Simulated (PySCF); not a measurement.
SnN⁻: input and log

State: ¹Σ⁺ (singlet), closed shell.

An equivalent input (the run itself took its basis sets from the Basis Set Exchange, started from a PBE0 density and held the occupation σ 7α 7β, πx 3α 3β, πy 3α 3β, δx 1α 1β, δy 1α 1β):

```python
from pyscf import gto, scf, cc
mol = gto.M(atom='Sn 0 0 0; N 0 0 1.87', basis={'Sn': 'def2-TZVPPD', 'N': 'def2-TZVPPD'}, ecp={'Sn': 'def2-TZVPPD'},
            charge=-1, spin=0, verbose=4, symmetry='C2v')
mf = scf.RHF(mol)
mf.irrep_nelec = {'A1': 16, 'A2': 2, 'B1': 6, 'B2': 6}
mf.conv_tol = 1e-9
mf.max_cycle = 60
mf.diis_space = 10
mf.kernel()
mycc = cc.CCSD(mf, frozen=[0, 1, 2, 3, 4, 87, 88, 89, 90, 91, 92])
mycc.run(conv_tol=1e-7, conv_tol_normt=1e-5, max_cycle=80, diis_space=8)
et = mycc.ccsd_t()
```

The SCF ended at -267.73366838 hartree. The coupled-cluster part of the log:

```
******** <class 'pyscf.cc.ccsd.CCSD'> ********
CC2 = 0
CCSD nocc = 10, nmo = 82
frozen orbitals [0, 1, 2, 3, 4, 87, 88, 89, 90, 91, 92]
max_cycle = 80
direct = 0
conv_tol = 1e-07
conv_tol_normt = 1e-05
diis_space = 8
diis_start_cycle = 0
diis_start_energy_diff = 1e+09
Init t2, MP2 energy = -268.323879891125  E_corr(MP2) -0.590211513707219
Init E_corr(CCSD) = -0.590211513711222
cycle = 1  E_corr(CCSD) = -0.495322549355402  dE = 0.0948889644  norm(t1,t2) = 0.16387
cycle = 2  E_corr(CCSD) = -0.559795143688564  dE = -0.0644725943  norm(t1,t2) = 0.12675
cycle = 3  E_corr(CCSD) = -0.542235749291065  dE = 0.0175593944  norm(t1,t2) = 0.110904
cycle = 4  E_corr(CCSD) = -0.539673348939452  dE = 0.00256240035  norm(t1,t2) = 0.0102414
cycle = 5  E_corr(CCSD) = -0.542321588441489  dE = -0.0026482395  norm(t1,t2) = 0.00789426
cycle = 6  E_corr(CCSD) = -0.542773192648648  dE = -0.000451604207  norm(t1,t2) = 0.00208097
cycle = 7  E_corr(CCSD) = -0.542714814238878  dE = 5.83784098e-05  norm(t1,t2) = 0.00071736
cycle = 8  E_corr(CCSD) = -0.542685070774301  dE = 2.97434646e-05  norm(t1,t2) = 0.00031855
cycle = 9  E_corr(CCSD) = -0.542692013623637  dE = -6.94284934e-06  norm(t1,t2) = 0.000112257
cycle = 10  E_corr(CCSD) = -0.542698727480057  dE = -6.71385642e-06  norm(t1,t2) = 5.71206e-05
cycle = 11  E_corr(CCSD) = -0.54269775863252  dE = 9.68847537e-07  norm(t1,t2) = 2.13527e-05
cycle = 12  E_corr(CCSD) = -0.542696258977854  dE = 1.49965467e-06  norm(t1,t2) = 1.07564e-05
cycle = 13  E_corr(CCSD) = -0.542696573196025  dE = -3.14218172e-07  norm(t1,t2) = 4.53076e-06
cycle = 14  E_corr(CCSD) = -0.54269690586242  dE = -3.32666395e-07  norm(t1,t2) = 1.42538e-06
cycle = 15  E_corr(CCSD) = -0.542696858117674  dE = 4.77447462e-08  norm(t1,t2) = 4.66291e-07
CCSD converged
E(CCSD) = -268.2763652355351  E_corr = -0.542696858117674
CCSD(T) correction = -0.034096556845974
```

T1 diagnostic 0.025, D1 0.063, 20 electrons correlated, 6 of the virtual orbitals (those above 20 hartree) left out.

Repeating this along the bond gives Re = 1.905 Å and ωe = 768 cm⁻¹.

A point of this curve took 24 CPU seconds beside 0.7 for the integrals, on Intel Xeon 6975P-C (shared host).

Correlated steps freeze 5 core orbitals. Spin–orbit coupling is left out. The CCSD T1 diagnostic is raised, a sign that a single reference may not be enough here.
